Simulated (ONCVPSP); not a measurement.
How hard is this vanadium ONCV potential?

ONCVPSP 4.0.1 input, shortened (lines: element, Z, core and valence counts, functional; n l f; lmax; l rc ep ncon nbas qcut; lloc lpopt rc5 dvloc0; l nproj debl; icmod fcfact rcfact), BLYP, non-relativistic:

```
  V 23.00    3    4  -106131      upf
    1    0    2.00
    2    0    2.00
    2    1    6.00
    3    0    2.00
    3    1    6.00
    3    2    3.00
    4    0    2.00
    2
    0    1.25    0.00    4    8    7.90
    1    1.00    0.00    3    7    7.50
    2    2.10    0.00    3    7    9.10
    4    5    0.90    3.00
    0    2    1.60
    1    2    2.60
    2    2    3.20
    0    0.00    0.00
```

**Question.** For each optimised wave give the share of its norm inside rc, the residual kinetic energy above qcut (Ha) and the cutoffs (Ha) for errors of 10, 1, 0.1 and 0.01 mHa per electron.

**Answer.**

```tsv
wave	norm inside rc	residual KE	10 mHa	1 mHa	0.1 mHa	0.01 mHa
3s	0.816	1.9e-04	20.7	26.8	43.9	110.8
4s	0.033	4.1e-05	12.6	22.6	29.0	46.7
3p	0.537	3.3e-04	16.8	21.8	124.6	225.9
p projector 2	0.101	1.3e-04	15.8	20.8	34.7	151.6
3d	0.825	4.1e-08	21.3	26.0	30.0	33.2
d projector 2	0.180	1.8e-07	24.6	29.7	33.6	36.8
```

The occupied waves need 27 Ha and 125 Ha for 1 and 0.1 mHa.
